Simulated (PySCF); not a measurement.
A mixed set of molecules. Computed with TDDFT PBE0/def2-SVPD, vertical, gas phase, core orbitals frozen in the response in PySCF 2.14.0, density-fitted response routines. Geometries: GFN2-xTB; one conformer of each isolated species. Triplets are in the Tamm–Dancoff approximation.

Task: Rank by computed HOMO–LUMO gap, lowest first.
A. `CC/C(C)=C(/F)CCl`
B. `CCCNN[SiH3]`
C. `CN1C=CN(C)P1`
D. `F[SiH2]O[SiH2]O[SiH3]`

Result: C (5.15 eV), A (6.47 eV), B (6.62 eV), D (8.55 eV).

| SMILES | gap (eV) | T1 (eV) | first f ≥ 0.01 (nm) | LUMO (eV) | α (au) | S1 mainly |
| --- | --- | --- | --- | --- | --- | --- |
| CN1C=CN(C)P1 | 5.15 | 3.24 | 321 | 0.09 | 88.8 | H→L (97%) |
| CC/C(C)=C(/F)CCl | 6.47 | 3.84 | 217 | -0.56 | 88.9 | H→L (91%) |
| CCCNN[SiH3] | 6.62 | 5.12 | 205 | 0.32 | 82.6 | H→L (98%) |
| F[SiH2]O[SiH2]O[SiH3] | 8.55 | 6.92 | 159 | -0.07 | 77.9 | H→L (92%) |

H and L stand for HOMO and LUMO.

- `CN1C=CN(C)P1`: Löwdin shares by element: HOMO nitrogen 40%, carbon 29% or more (atoms not listed hold the other 31%); LUMO phosphorus 35%, nitrogen 17%, carbon 8% or more (atoms not listed hold the other 40%).
- `CC/C(C)=C(/F)CCl`: Löwdin shares by element: HOMO carbon 58% or more, fluorine 12%, chlorine 8% (atoms not listed hold the other 22%); LUMO carbon 51% or more, chlorine 28% (atoms not listed hold the other 22%).
- `CCCNN[SiH3]`: Löwdin shares by element: HOMO nitrogen 70%, carbon 8% or more, silicon 7% (atoms not listed hold the other 15%); LUMO silicon 34%, hydrogen 26% or more (atoms not listed hold the other 40%).
- `F[SiH2]O[SiH2]O[SiH3]`: Löwdin shares by element: HOMO oxygen 27% or more, hydrogen 24% or more, silicon 16% or more (atoms not listed hold the other 33%); LUMO silicon 50%, hydrogen 9% or more (atoms not listed hold the other 41%).
